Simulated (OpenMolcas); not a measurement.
## Cr III: effect of correlating more closed shells

```yaml
Program: OpenMolcas
Basis: ANO-RCC-VTZP [6s5p3d2f1g]
Scalar_Hamiltonian: DKH2, point nucleus
Active_space: 4 electrons in 6 orbitals (3d 4s)
State_averaging: 2S+1 = 5 even, 15 roots; 2S+1 = 3 even, 90 roots kept (CI in the orbitals of an earlier block); 2S+1 = 1 even, 77 roots kept (CI in the orbitals of an earlier block)
Spin-orbit_coupling: state interaction with AMFI integrals over the reference wave functions, term energies averaged over their components
```

Methods on the same reference wave functions:
A. CASSCF
B. MS-CASPT2, IPEA 0.25 Eh, imaginary shift 0.1 Eh (closed shells correlated: none)
C. MS-CASPT2, IPEA 0.25 Eh, imaginary shift 0.1 Eh (closed shells correlated: 3s 3p)

Energies in cm-1 above 3d4 5D0, the measured ground level; measured values from Sugar and Corliss, J. Phys. Chem. Ref. Data 6, 317 (1977).

| Level | A | B | C | Measured |
| --- | --- | --- | --- | --- |
| 3d4 5D0 | 0.0 | 0.0 | 0.0 | 0.0 |
| 3d4 5D1 | 69.6 | 71.0 | 71.0 | 62.2 |
| 3d4 5D2 | 207 | 210 | 210 | 183 |
| 3d4 5D3 | 407 | 411 | 411 | 357 |
| 3d4 5D4 | 666 | 669 | 669 | 576 |
| 3d4 3H4 | 21188 | 18550 | 17760 | 17274 |
| 3d4 3H5 | 21333 | 18700 | 17910 | 17397 |
| 3d4 3H6 | 21499 | 18870 | 18080 | 17531 |
| 3d4 3P0(1) | 22962 | 17160 | 16920 | 16771 |
| 3d4 3P1(1) | 23380 | 17580 | 17350 | 17169 |
| 3d4 3P2(1) | 24148 | 18350 | 18110 | 17851 |
| 3d4 3F2(1) | 24364 | 19740 | 18960 | 18452 |
| 3d4 3F3(1) | 24422 | 19810 | 19020 | 18511 |
| 3d4 3F4(1) | 24508 | 19890 | 19110 | 18583 |
| 3d4 3G3 | 26755 | 22560 | 21130 | 20704 |
| 3d4 3G4 | 26933 | 22740 | 21320 | 20853 |
| 3d4 3G5 | 27094 | 22920 | 21480 | 20996 |
| 3d4 1I6 | 31871 | 28000 | 26670 | 26015 |
| 3d4 1G4(1) | 33590 | 27690 | 25960 | 25139 |
| 3d4 3D3 | 34626 | 28320 | 25980 | 25726 |
| 3d4 3D2 | 34686 | 28370 | 26040 | 25781 |
| 3d4 3D1 | 34746 | 28440 | 26100 | 25848 |
| 3d4 1S0 | 39092 | 30710 | 27840 | 27372 |
| 3d4 1D2(1) | 41852 | 32950 | 32720 | 32152 |

Deviations, from unrounded energies. A percentage is the sum of absolute deviations over the sum of measured energies, with the sign that they share, or ± where signs differ.

```
                        Against measurement  Levels      A      B      C
             mean absolute deviation (cm-1)      23   5600   1400    370
      fine structure of the ground term (%)       4  +14.5  +15.5  +15.5
other terms of the ground configuration (%)      19  +31.4   +7.6   +2.0
```

C lies closest to measurement on these levels and A furthest from it. The largest miss of C in the table is 3d4 1G4(1), by +830 cm-1. The ranking rests on the paired levels alone, and a cruder setting can come out closer through cancelling errors.

Between B and C the level of the table that moves most is 3d4 1S0, by 2900 cm-1 (lowest in C, highest in B). Moves below CASPT2's spread within the term are not significant.

From A to B the spin-free energies of the other terms of 3d4 shown, above 5D, scale by factors of 0.75 to 0.88, as is usual when dynamic correlation screens the repulsion within a d or f shell.

The lowest spin-free term lies below A's lowest term by 0.061 hartree in B, 0.398 hartree in C.

What an inner shell adds also hangs on whether the basis holds functions to correlate it.

CASPT2 breaks the degeneracy within a term, and the mean is taken; among the terms shown or strongly mixed into the levels shown the widest spread is 350 cm-1 (3d4 1I, C). Over all roots computed the reference weight is 0.91 to 0.99 in B, 0.88 to 0.94 in C; the roots of lowest weight are the least certain, and an intruder state may touch them. Terms from blocks run as CI alone lack orbitals of their own. Without dynamic correlation excited terms often stand tens of per cent too high (terms of higher spin than the ground term too low), and those without a measured partner can miss by more than the paired ones (holds for A). Blocks of more than 70 roots (2S+1 = 3 even, 1 even) ran without multistate coupling (holds for B; C). The CASPT2 spread within a term exceeds the gap to the next term for 3d4 1G(1) and 3d4 3D, so the order of their levels is uncertain (holds for C). Measured partners are found by configuration, term and J. A level has none where our copy of the source lacks it or the pairing is in doubt (some pairs that miss far off the trend of their configuration count as doubtful), and it then counts in no deviation. Levels of configurations outside the active space are missing. Levels that lie high or do not pair safely by name in every column are left out.

A number in round brackets counts repeated terms of one configuration in the order of the reference energies.
